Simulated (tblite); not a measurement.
C₇H₁₀O (charge +1 and doublet state).
Cartesian coordinates in Å at the GFN2-xTB level; atoms count from 1:
```
atom  x, y, z in Å
O1     3.3473    0.2224    0.3597
C2     2.3583    0.3104    1.0061
C3     0.9598    0.2116    0.5211
C4    -0.0520   -0.1717    1.3271
C5    -1.3841   -0.5699    0.8312
C6    -1.6382   -0.0159   -0.5781
C7    -0.4220   -0.2319   -1.4472
C8     0.7827    0.5666   -0.9168
H9     2.3850    0.5334    2.0947
H10    0.0935   -0.2602    2.3967
H11   -1.4321   -1.6656    0.8082
H12   -2.1499   -0.2546    1.5450
H13   -1.8696    1.0481   -0.5082
H14   -2.5050   -0.5298   -0.9991
H15   -0.6027    0.1291   -2.4647
H16   -0.1704   -1.2923   -1.4980
H17    0.5868    1.6363   -1.0286
H18    1.7038    0.3403   -1.4608
```

Computed with GFN2-xTB (tblite): harmonic, unscaled wavenumbers at the GFN2-xTB geometry, gas phase. Errors from tens to a few hundred cm⁻¹ against measured bands are possible. One conformer, not necessarily the lowest. Open shells enter through the occupations alone, without spin polarisation, and single modes of such species can be off by tens of per cent.

Harmonic wavenumbers (cm⁻¹): 79.1, 97.6, 194.5, 241.7, 284.4, 367.1, 424.0, 463.9, 554.1, 595.8, 771.9, 799.8, 817.1, 867.4, 884.2, 891.0, 928.2, 960.8, 1010.3, 1039.4, 1056.9, 1067.6, 1085.0, 1118.1, 1128.4, 1172.9, 1186.3, 1210.6, 1253.9, 1278.9, 1283.4, 1323.0, 1359.8, 1403.2, 1413.0, 1452.0, 1494.7, 1800.4, 2697.8, 2911.5, 2938.8, 2958.9, 2973.9, 2978.0, 2980.2, 2997.1, 3008.9, 3044.5.

A = 4348, B = 1463, C = 1157 MHz; mass 110.073 u (most abundant isotopes); point group C1, symmetry number 1; spin multiplicity 2.

Problem. Zero-point energy?

Solution. Half the sum of the wavenumbers: 32425 cm⁻¹ = 387.89 kJ/mol.

Problem. Entropy at 350 K, 1 bar (ideal gas, RRHO, classical rotation)?

Solution. Translation 170.82, rotation 119.86, vibration 96.40, spin (R ln 2) 5.76: S = 392.8 J/(mol K).

Problem. And Cp and H(350 K) − H(0)?

Solution. Cp = 156.45 J/(mol K), of which vibrations give 123.20 (their classical limit is 48 R = 399.1); H(350 K) − H(0) = 30.81 kJ/mol without the zero-point energy, 19.17 from vibrations.

Problem. What must be added to the electronic energy to get the Gibbs energy at 350 K and 1 bar?

Solution. ZPE + [H(350 K) − H(0)] − T·S = 387.89 + 30.81 − 137.50 = 281.20 kJ/mol.

Problem. Which modes carry the vibrational entropy at 350 K?

Solution. 79.1 cm⁻¹: 17.69; 97.6 cm⁻¹: 15.96; 194.5 cm⁻¹: 10.39; 241.7 cm⁻¹: 8.70; 284.4 cm⁻¹: 7.47; 367.1 cm⁻¹: 5.64 J/(mol K); the other 42 give 30.54 together.

Problem. How do the functions run with temperature in this model?

Solution. 
```json
{"T (K)": "150", "S (J/(mol K))": "300.6", "Cp (J/(mol K))": "76.5", "H − H(0) (kJ/mol)": "7.93", "G − H(0) (kJ/mol)": "-37.17", "ln q(vib)": "1.54"}
{"T (K)": "250", "S (J/(mol K))": "347.9", "Cp (J/(mol K))": "113.3", "H − H(0) (kJ/mol)": "17.33", "G − H(0) (kJ/mol)": "-69.64", "ln q(vib)": "3.20"}
{"T (K)": "298.15", "S (J/(mol K))": "369.6", "Cp (J/(mol K))": "133.9", "H − H(0) (kJ/mol)": "23.28", "G − H(0) (kJ/mol)": "-86.92", "ln q(vib)": "4.05"}
{"T (K)": "400", "S (J/(mol K))": "415.1", "Cp (J/(mol K))": "177.3", "H − H(0) (kJ/mol)": "39.16", "G − H(0) (kJ/mol)": "-126.88", "ln q(vib)": "5.96"}
{"T (K)": "600", "S (J/(mol K))": "500.6", "Cp (J/(mol K))": "244.6", "H − H(0) (kJ/mol)": "81.79", "G − H(0) (kJ/mol)": "-218.58", "ln q(vib)": "10.00"}
{"T (K)": "900", "S (J/(mol K))": "612.9", "Cp (J/(mol K))": "307.7", "H − H(0) (kJ/mol)": "165.47", "G − H(0) (kJ/mol)": "-386.09", "ln q(vib)": "16.16"}
```

q(vib) and H(0) count from the zero-point level.

Problem. Blend soft modes into free rotors: weight 1/[1 + (100 cm⁻¹/ν̃)⁴] for the oscillator and the rest for a rotor with moment μB/(μ + B), μ = h/(8π²ν), B = 10⁻⁴⁴ kg m². What vibrational entropy results?

Solution. 91.76 J/(mol K) in place of 96.40, which changes −T·S at 350 K by +1.63 kJ/mol.

Hindered rotation and anharmonicity are outside this model. Other conformers, if any are populated, would add a mixing term that is left out. The structure is chiral; the term R ln 2 for an equal mix with its mirror image is left out.
